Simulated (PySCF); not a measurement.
Compound: C₅H₆ClPS.
Geometry (GFN2-xTB, Å), atoms numbered from 1 in this order:
```xyz
14
C5H6ClPS angstrom
C     -1.8567   -0.9061    0.2751
C     -1.2281    0.2440   -0.5093
C      0.2478    0.3159   -0.2480
C      0.8128    1.3019    0.4851
S      2.5106    1.2475    0.7481
C      2.7124   -0.2189   -0.1516
Cl     4.3006   -0.8591   -0.2823
P      1.3377   -0.9547   -0.8645
H     -1.3860   -1.8476   -0.0032
H     -1.7205   -0.7552    1.3437
H     -2.9215   -0.9723    0.0659
H     -1.6974    1.1882   -0.2257
H     -1.3974    0.0840   -1.5767
H      0.2851    2.1319    0.9213
```

The calculation used TDDFT CAM-B3LYP/def2-SVPD, vertical, gas phase, core orbitals frozen in the response in PySCF 2.14.0, density-fitted response routines.

Ground-to-excited transition dipoles (e·a0, same axes as the geometry; the sign carries no meaning), for the states with f of 0.002 or more among the lowest 8:

```
state  E (eV)      μx      μy      μz
   S1   4.629   1.010  -0.075   0.123
   S2   4.901  -0.394  -0.614  -0.450
   S3   5.314  -0.023  -0.100   0.218
   S6   6.118   0.277  -0.678  -0.397
   S7   6.132   0.061  -0.096  -0.140
   S8   6.134   0.062  -0.172  -0.083
```

What oscillator strength does each state have?

f = (2/3) ΔE |μ|² with ΔE in hartree (27.2114 eV).

```csv
state,|μ|² (au),|μ| (D),f
S1,1.040,2.59,0.118
S2,0.734,2.18,0.088
S3,0.058,0.61,0.008
S6,0.694,2.12,0.104
S7,0.033,0.46,0.005
S8,0.040,0.51,0.006
```

What angle do the transition dipoles of S1 and S2 make?

|cos θ| = |μa·μb| / (|μa| |μb|) = 0.47, so θ ≈ 62° (taken between 0 and 90°, since the signs are arbitrary).

What peak molar absorption coefficient would the strongest computed level give as a lone Gaussian band 0.5 eV wide at half height?

ε(max) = 2.175×10⁸ f / FWHM, with the width in cm⁻¹. S1: 2.175×10⁸ × 0.1180 / 4033 ≈ 6400 L mol⁻¹ cm⁻¹.

One conformer stands for the species.
